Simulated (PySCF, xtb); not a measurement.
FH₈NOSi₃, SMILES F[SiH](N[SiH3])O[SiH3]. The values are those of a single conformer.

Harmonic wavenumbers (cm⁻¹) from GFN2-xTB run with xtb at its own minimum, in rising order: 17, 34, 44, 63, 83, 121, 210, 251, 270, 315, 556, 576, 593, 600, 625, 657, 709, 741, 754, 764, 780, 792, 808, 813, 852, 1004, 1113, 1193, 2216, 2246, 2249, 2270, 2281, 2283, 2395, 3501.

What does PySCF 2.14.0 with PBE-D3(BJ)/def2-SVP give at its own minimum? (An estimate is asked for; the answer gives what the named calculation found.)

31, 54, 77, 89, 94, 116, 230, 311, 325, 417, 587, 635, 690, 699, 712, 721, 801, 837, 884, 902, 909, 914, 918, 926, 957, 970, 1031, 1135, 2163, 2168, 2168, 2172, 2176, 2198, 2249, 3525. Paired by order, the mean absolute difference is 74 cm⁻¹ and the zero-point energies are 49.7 and 51.2 kcal/mol.
